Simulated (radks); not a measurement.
Spherical quantum dot in the effective-mass picture: electrons in a hard-walled sphere of radius 9.27, with a point charge +1 (a donor) at the centre, all in effective atomic units (hartree* = m*/eps^2 hartree, bohr* = eps/m* bohr), one dielectric constant everywhere. Calculated with a radial shooting solver with Libxc functionals: non-relativistic Kohn-Sham, PBE, spin-polarised, spherical densities. Levels are named by radial order and angular momentum (1s, 1p, 1d, 2s, ...), and open shells are averaged over m.

N = 2, configuration 1s2. This is the lowest configuration that the search found. Occupied and some empty levels:

level,occupation,eigenvalue (hartree*),<r> (bohr*)
1s,2,0.081407,2.410
1p,0,0.21566,5.500
2s,0,0.22290,5.165
1d,0,0.29095,6.054

Energy (hartree*): total -0.520738, kinetic 0.52142, external -1.4096, Hartree 0.80896, exchange-correlation -0.44148.

Electron density:

r (bohr*),n(r) (e/bohr*^3)
0.115,0.2727
0.584,0.1086
1.05,0.04661
1.52,0.02167
1.99,0.01085
2.46,0.005790
2.93,0.003259
3.40,0.001915
3.87,0.001164
4.34,0.0007244
4.80,0.0004580
5.27,0.0002915
5.74,0.0001852
6.21,0.0001160
6.68,0.00007071
7.15,0.00004095
7.62,0.00002171
8.09,9.816e-06
8.56,3.176e-06
9.03,3.368e-07
